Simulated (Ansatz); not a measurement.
Two members of one family (Sn10H16 nanocrystal and its variants) that differ in charge, which shifts all levels, computed with Ansatz in the gas phase; def2 core potentials for Sn, no spin–orbit coupling. The two geometries come from different levels. Sets without diffuse functions give affinities that are too small. A dash marks a value that wasn't run or was left out as unsound. The structures are stationary points that may keep the symmetry of their start. Remarks come from the PBE and PBE0 runs and from stability tests at other levels; not every state was tested. A HOMO above zero means that the electron is unbound at that level and held by the basis, or that self-interaction error raises the level; the energy of removing that electron tells which. HOMO above LUMO (over both spins in singlets and doublets, within one spin in higher multiplets; at PBE or PBE0), or a gap under 0.15 eV within one spin, warns that the state may not be the lowest or that an electron is smeared out.

First: Sn10H16 (singlet, charge 0, PBE-D4/def2-SVP geometry).

Cartesian coordinates in Å:
```
Sn 0.5986 -1.6032 2.2357
Sn 1.8707 2.1044 -0.1793
Sn -2.5970 1.0717 0.2771
Sn 0.1245 -1.5682 -2.3408
Sn -1.9911 -0.5326 2.5104
Sn -0.7224 3.1659 0.0985
Sn 2.4626 0.4989 2.0568
Sn 0.7183 -3.1682 -0.1020
Sn 1.9925 0.5303 -2.5095
Sn -2.4635 -0.4954 -2.0578
H 0.9687 -2.5962 3.6174
H 3.0296 3.4016 -0.2906
H -4.2006 1.7336 0.4514
H 0.1981 -2.5366 -3.7868
H -2.0920 0.4150 3.9640
H -3.1513 -1.8177 2.6504
H -0.8065 4.1499 1.5265
H -1.0948 4.1873 -1.2557
H 2.4153 1.4557 3.5057
H 4.0710 -0.1436 1.9164
H 2.3057 -3.8556 -0.2713
H -0.4080 -4.4868 0.0086
H 3.5949 -0.1191 -2.6963
H 1.6675 1.5065 -3.9095
H -3.6350 -1.7761 -1.9763
H -2.8557 0.4783 -3.4430
```

```csv
level,HOMO (eV),LUMO (eV),gap (eV),vertical EA (eV)
PBE-D4/def2-TZVP,-6.20,-2.54,3.66,1.12
revPBE-D4/def2-TZVP,-6.14,-2.47,3.67,–
r2SCAN-D4/def2-TZVP,-6.42,-2.33,4.08,–
PBE0-D4/def2-SVP,-7.01,-1.63,5.39,–
PBE0-D4/def2-TZVP,-7.03,-1.72,5.31,0.75
```

Remarks: HOMO above zero (-1 doublet).

Second: Sn9AsH16⁺, As on a surface site (singlet, charge 1, r2SCAN-D4/def2-SVP geometry).

```xyz
26

Sn    1.6158   -1.5446    1.7011
Sn    1.2289    2.5047   -0.3223
Sn   -2.4664    0.4056    1.2777
As   -0.3075   -1.1270   -2.1828
Sn   -0.8972   -1.2506    2.9079
Sn   -1.2959    2.9124    0.8253
Sn    2.9012    0.9073    1.2618
Sn    1.2361   -2.7837   -0.7854
Sn    0.8577    1.1910   -2.7724
Sn   -2.7684   -0.8598   -1.2063
H     2.6134   -2.6466    2.5646
H     1.9835    3.9859   -0.7570
H    -4.0739    0.5447    1.8692
H    -0.4973   -1.8125   -3.5184
H    -0.6859   -0.4769    4.4209
H    -1.6504   -2.7744    3.1171
H    -1.0854    3.6949    2.3339
H    -2.2804    3.8589   -0.2076
H     3.1169    1.6819    2.7744
H     4.4112    0.6673    0.4913
H     2.5935   -2.9228   -1.8208
H     0.3004   -4.2178   -0.8245
H     2.2562    0.6587   -3.6055
H    -0.2758    1.8604   -3.8684
H    -3.3071   -2.4855   -1.2127
H    -3.5231    0.0285   -2.4610
```

Task: What does the change do? Estimate second minus first.

Result: 
```json
{"level": "PBE-D4/def2-TZVP", "Δ HOMO (eV)": "-3.07", "Δ LUMO (eV)": "-3.15", "Δ gap (eV)": "-0.08", "Δ vertical EA (eV)": "3.04"}
{"level": "revPBE-D4/def2-TZVP", "Δ HOMO (eV)": "-3.07", "Δ LUMO (eV)": "-3.11", "Δ gap (eV)": "-0.04", "Δ vertical EA (eV)": "–"}
{"level": "r2SCAN-D4/def2-TZVP", "Δ HOMO (eV)": "-3.07", "Δ LUMO (eV)": "-3.16", "Δ gap (eV)": "-0.09", "Δ vertical EA (eV)": "–"}
{"level": "PBE0-D4/def2-SVP", "Δ HOMO (eV)": "-3.10", "Δ LUMO (eV)": "-3.32", "Δ gap (eV)": "-0.23", "Δ vertical EA (eV)": "–"}
{"level": "PBE0-D4/def2-TZVP", "Δ HOMO (eV)": "-3.07", "Δ LUMO (eV)": "-3.24", "Δ gap (eV)": "-0.17", "Δ vertical EA (eV)": "3.20"}
```

Remarks: gap within one spin near zero at PBE or PBE0 (neutral doublet).
